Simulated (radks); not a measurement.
Effect of the nuclear size on the zirconium ion Zr2+, [Kr] 4d2. All-electron calculation, Dirac Kohn-Sham, PBE, spin-unpolarised, spherical densities, finite nucleus; open shells are shared between the two j in proportion to 2j + 1; Fermi nuclear charge, rms radius 4.2694 fm. Program: a radial shooting solver on a logarithmic mesh with Libxc functionals. The rms radius is varied about that value; shifts are against it.

rms radius (fm)  total energy shift (eV)  density at nucleus (e/bohr^3)  1s1/2 shift (meV)  2s1/2 shift (meV)  4s1/2 shift (meV)  5s1/2 (empty) shift (meV)
3.7229                            -0.262                      7.575e+04               -111              -11.7             -0.304                     -0.046
3.8937                            -0.184                      7.541e+04              -77.7              -8.18             -0.213                     -0.032
4.2694                                 0                      7.473e+04              0.000              0.000              0.000                      0.000
4.4316                            0.0840                      7.446e+04               35.5               3.74              0.098                      0.015
4.9739                             0.385                      7.362e+04                163               17.2              0.447                      0.067

Slopes of the eigenvalues against <r^2> in GHz/fm^2, as finite differences over the two radii next to the reference (eigenvalue slopes, not the field-shift constants of lines): 1s1/2 6120, 2s1/2 644, 4s1/2 16.8, 5s1/2 (empty) 2.51.
